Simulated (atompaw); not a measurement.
Pseudopotential generation for P (Z = 15): PAW (atompaw), PBE, scalar-relativistic.

```
Element                 : phosphorus
Generator               : atompaw 4.2.0.5
Type                    : PAW
Functional              : PBE
Relativity              : scalar-relativistic
Frozen core             : [Ne]
Valence charge          : 5
Reference configuration : 3s2 3p3
Partial waves           : 3s (bound); 3s channel at -0.45 Ry; 3p (bound); 3p channel at 2.6 Ry; 3d channel at 0.4 Ry
Local potential         : troulliermartins scheme with l = 3 at 0 Ry, radius 1.80 bohr
Core correction         : smooth core density matched at 1.35 bohr
Augmentation charge     : sinc compensation charge, radius 2.00 bohr; PAW radius 2.05 bohr; waves and projectors: bloechl
```

All-electron outer shells of the reference configuration (PBE, scalar-relativistic, ld1.x):

| shell | level (eV) | outermost node (bohr) | outermost maximum (bohr) |
| --- | --- | --- | --- |
| 2s | -173.99 | 0.14 | 0.42 |
| 2p | -124.49 | – | 0.36 |
| 3s | -13.97 | 0.65 | 1.58 |
| 3p | -5.51 | 0.64 | 1.83 |

Does the generator finish with these settings?

Yes, a potential is produced.

Estimate the cutoffs (Ry, on a coarse ladder) from which the occupation-weighted sum of valence levels, in a spherical-Bessel basis at the reference potential, stays within 10 and 1 mRy of its value at 400 Ry.

15 Ry and 25 Ry.

Does the potential have ghost states?

No extra level below or beside the all-electron valence levels (s, p, d, f tested).

Is the overlap operator S = 1 + Σ q|β⟩⟨β| positive definite (Bessel basis up to 400 Ry)?

Barely: its lowest eigenvalue is 0.001 (s channel).

Which valence shell sets the plane-wave cutoff?

3p: its level needs 18 Ry to come within 1 mRy, against 6 Ry for 3s.
